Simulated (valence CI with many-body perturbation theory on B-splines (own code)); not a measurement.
## From CI to CI+MBPT in Ce⁴⁵⁺

Computed by configuration interaction combined with many-body perturbation theory (CI+MBPT): three valence electrons over a frozen Dirac-Fock core [Ne], radial functions for each j: 11 s, 11 p, 9 d, 7 f, 5 g, 2 h, 1 i, with the one-electron correlation potential Σ1 (screened to all orders), the two-electron term Σ2, the three-electron term Σ3, Breit, model QED; selected single and double excitations, second order for the rest (own B-spline code, finite nucleus).

No measured spectrum was set against this ion. As an estimate, large intervals hold to a few tenths of a per cent, small ones and those within an open d or f shell to about a per cent.

Each rung adds one term. CI alone is the Dirac-Coulomb CI over the frozen core; QED comes last and gives the full result, which names the levels. Energies are above (3s^2 3p1/2) J=1/2 on the same rung, in × 10³ cm⁻¹.

Levels are named by their leading jj configuration (3d3/2^4 stands for four electrons in 3d with j = 3/2), which in mixed levels can hold well under half, so a name can repeat and another be missing. Letters in brackets count levels of one name in rising energy.

| Level | CI alone | Σ1 | Σ2 | Σ3 | Breit | QED | Full |
| --- | --- | --- | --- | --- | --- | --- | --- |
| (3s 3p1/2^2) J=1/2 | 919.62 | -1.89 | +0.03 | +0.10 | +13.34 | -15.20 | 916.00 |
| (3s^2 3p3/2) J=3/2 | 940.56 | +0.80 | +0.45 | +0.01 | -12.93 | +1.39 | 930.27 |
| (3s 3p1/2 3p3/2) J=3/2 [a] | 1696.5 | -1.11 | +1.98 | +0.22 | +0.57 | -13.63 | 1684.5 |
| (3s 3p1/2 3p3/2) J=5/2 | 1801.3 | -1.07 | +1.10 | +0.17 | -2.56 | -13.35 | 1785.6 |
| (3s 3p1/2 3p3/2) J=3/2 [b] | 1936.7 | -1.06 | -0.37 | +0.13 | -2.98 | -11.94 | 1920.5 |
| (3s 3p1/2 3p3/2) J=1/2 | 2003.4 | -1.12 | -3.47 | 0.00 | +0.97 | -13.90 | 1985.9 |
| (3s^2 3d3/2) J=3/2 | 2327.5 | -0.90 | -4.44 | -0.29 | -15.27 | -2.89 | 2303.7 |
| (3s^2 3d5/2) J=5/2 | 2469.4 | -0.17 | -1.21 | -0.09 | -23.34 | -2.19 | 2442.4 |
| (3s 3p3/2^2) J=5/2 | 2759.0 | -0.29 | -0.87 | -0.06 | -14.92 | -10.63 | 2732.3 |
| (3p1/2^2 3p3/2) J=3/2 | 2864.6 | -2.91 | -1.38 | +0.29 | +9.36 | -25.92 | 2844.1 |
| (3s 3p3/2^2) J=1/2 | 2945.5 | -0.29 | -1.28 | -0.04 | -11.35 | -12.29 | 2920.2 |
| (3s 3p1/2 3d3/2) J=3/2 [a] | 2980.0 | -2.78 | -0.11 | +0.03 | -3.02 | -17.09 | 2957.1 |
| (3s 3p3/2^2) J=3/2 | 2991.2 | -0.31 | -3.69 | -0.04 | -12.93 | -12.29 | 2961.9 |
| (3s 3p1/2 3d3/2) J=5/2 | 3054.8 | -2.74 | -0.37 | +0.05 | -6.58 | -15.94 | 3029.2 |
| (3s 3p1/2 3d3/2) J=1/2 | 3209.1 | -2.75 | -3.57 | -0.14 | -3.80 | -15.82 | 3183.0 |
| (3s 3p1/2 3d3/2) J=3/2 [b] | 3226.7 | -2.66 | -3.41 | -0.25 | -4.98 | -16.15 | 3199.2 |
| (3s 3p1/2 3d5/2) J=5/2 [a] | 3280.8 | -2.06 | -1.33 | -0.13 | -11.52 | -15.38 | 3250.4 |
| (3s 3p1/2 3d5/2) J=7/2 | 3346.2 | -2.02 | -1.48 | -0.06 | -14.91 | -15.22 | 3312.6 |
| (3s 3p1/2 3d5/2) J=5/2 [b] | 3411.9 | -2.06 | -1.92 | -0.29 | -12.28 | -15.87 | 3379.5 |

The middle columns are the shifts that each term adds.

How does the ionisation energy move along the ladder, and which term matters most?

CI alone 3676.8, + Σ1 3677.9, + Σ2 3677.7, + Σ3 3677.7, + Breit 3673.6, + QED 3673.7 eV. The largest step is Breit, -4.0 eV. NIST lists 3672 ± 4 eV (theoretical).
